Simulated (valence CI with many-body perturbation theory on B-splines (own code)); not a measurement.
## Valence orbitals of Ni²²⁺

Computed by valence CI with perturbative core correlation (CI+MBPT): four valence electrons over a frozen Dirac-Fock core [He], radial functions for each j: 11 s, 11 p, 10 d, 8 f, 5 g, 2 h, with the one-electron correlation potential Σ1 (screened to all orders), the two-electron term Σ2, the three-electron term Σ3, Breit, model QED; selected single and double excitations, second order for the rest, scaled by the run's own slope (own B-spline code, finite nucleus).

No measured levels were compared; by estimate levels of excited configurations hold to 0.05 to 0.15 % of their energy, terms of the ground configuration to about 0.5 %. Among the levels kept, up to 1100 cm⁻¹ of a level comes from second order outside the variational space, and about a tenth of that is noise between levels of different J, which matters for small intervals.

These are the spectroscopic orbitals of the CI (the correlating ones are not listed), shaped by the core and the other valence electrons. h is the expectation value of the core's Dirac-Fock operator, without the valence repulsion; Σ1 is computed up to l = 3 at one energy for each symmetry, that of its lowest orbital but kept below the first core excitation, so for empty shells it is not the orbital's own correlation shift; Breit and QED include the response of the core.

| Orbital | h (hartree) | Σ1 (cm⁻¹) | Breit (cm⁻¹) | QED (cm⁻¹) | ⟨r⟩ (bohr) |
| --- | --- | --- | --- | --- | --- |
| 2s1/2 | -88.106 | -1169 | 5163 | 4482 | 0.2287 |
| 3s1/2 | -38.53 | -270 | 1406 | 1256 | 0.5350 |
| 4s1/2 | -21.465 | -103 | 556 | 503 | 0.9756 |
| 5s1/2 | -13.66 | -50.1 | 277 | 251 | 1.545 |
| 6s1/2 | -9.4498 | -28.3 | 158 | 143 | 2.245 |
| 7s1/2 | -6.924 | -17.5 | 98.1 | 89.4 | 3.074 |
| 2p1/2 | -86.12 | -2657 | 9987 | -253 | 0.1957 |
| 3p1/2 | -37.939 | -568 | 2670 | -72.0 | 0.5091 |
| 4p1/2 | -21.217 | -214 | 1069 | -29.3 | 0.9554 |
| 5p1/2 | -13.533 | -104 | 534 | -14.8 | 1.531 |
| 6p1/2 | -9.3767 | -58.7 | 305 | -8.4 | 2.237 |
| 7p1/2 | -6.8781 | -36.4 | 190 | -5.3 | 3.072 |
| 2p3/2 | -85.283 | -2485 | 4331 | 125 | 0.1984 |
| 3p3/2 | -37.693 | -531 | 1131 | 32.0 | 0.5129 |
| 4p3/2 | -21.114 | -200 | 463 | 12.7 | 0.9604 |
| 5p3/2 | -13.481 | -97.6 | 231 | 6.4 | 1.537 |
| 6p3/2 | -9.3463 | -55.0 | 132 | 3.6 | 2.245 |
| 7p3/2 | -6.859 | -34.1 | 82.3 | 2.3 | 3.080 |
| 3d3/2 | -37.392 | -217 | 78.2 | -14.9 | 0.4418 |
| 4d3/2 | -20.986 | -91.8 | 42.3 | -5.8 | 0.8949 |
| 5d3/2 | -13.415 | -47.0 | 23.1 | -2.9 | 1.477 |
| 6d3/2 | -9.3085 | -27.2 | 14.0 | -1.6 | 2.190 |
| 7d3/2 | -6.8351 | -17.1 | 9.0 | -1.0 | 3.031 |
| 3d5/2 | -37.317 | -213 | 24.3 | 17.5 | 0.4430 |
| 4d5/2 | -20.955 | -89.6 | 13.1 | 7.6 | 0.8964 |
| 5d5/2 | -13.399 | -45.9 | 6.9 | 4.0 | 1.479 |
| 6d5/2 | -9.2992 | -26.5 | 4.2 | 2.3 | 2.192 |
| 7d5/2 | -6.8293 | -16.7 | 2.7 | 1.5 | 3.034 |
| 4f5/2 | -20.887 | -17.1 | 0.4 | -3.4 | 0.7788 |
| 5f5/2 | -13.368 | -9.7 | 0.3 | -1.7 | 1.364 |
| 6f5/2 | -9.282 | -5.9 | 0.2 | -1.0 | 2.080 |
| 7f5/2 | -6.8186 | -3.8 | 0.1 | -0.6 | 2.925 |
| 4f7/2 | -20.872 | -16.9 | 0.1 | 2.7 | 0.7795 |
| 5f7/2 | -13.36 | -9.6 | 0.1 | 1.4 | 1.365 |
| 6f7/2 | -9.2775 | -5.8 | 0.1 | 0.8 | 2.081 |
| 7f7/2 | -6.8158 | -3.8 | 0.0 | 0.5 | 2.926 |
| 5g7/2 | -13.35 |  | 0.0 | -1.0 | 1.194 |
| 6g7/2 | -9.2711 |  | 0.0 | -0.6 | 1.911 |
| 7g7/2 | -6.8115 |  | 0.0 | -0.4 | 2.758 |
| 5g9/2 | -13.345 |  | 0.0 | 0.8 | 1.195 |
| 6g9/2 | -9.2684 |  | 0.0 | 0.5 | 1.912 |
| 7g9/2 | -6.8098 |  | 0.0 | 0.3 | 2.758 |
| 6h9/2 | -9.2678 |  |  |  | 1.695 |
| 6h11/2 | -9.2661 |  |  |  | 1.695 |

Among the shells of the start configuration 2s2 2p2, Σ1 is largest in size for 2p1/2, where it is 0.014 % of h.

Lowest root of each symmetry, sizes in configuration state functions:

```tsv
J	Parity	Roots	Reference	Variational	Second order	Change by selected CI (cm⁻¹)	Change by second order (cm⁻¹)
0	even	18	55	29227	129247	-15555	-2
1	even	34	129	31992	383645	-14852	-255
2	even	36	156	31975	596550	-15612	-374
3	even	21	128	32285	655822	-19680	-610
4	even	9	86	35739	574485	-14567	-110
5	even	3	47	43291	382943	-15415	-19
0	odd	13	51	28082	71375	-19773	-2
1	odd	31	132	31941	379272	-18529	-138
2	odd	30	153	31986	541363	-9363	-164
3	odd	17	128	31994	657488	-17467	-417
4	odd	8	87	34917	435926	-21163	-229
5	odd	2	48	36698	290397	-26730	-39
```
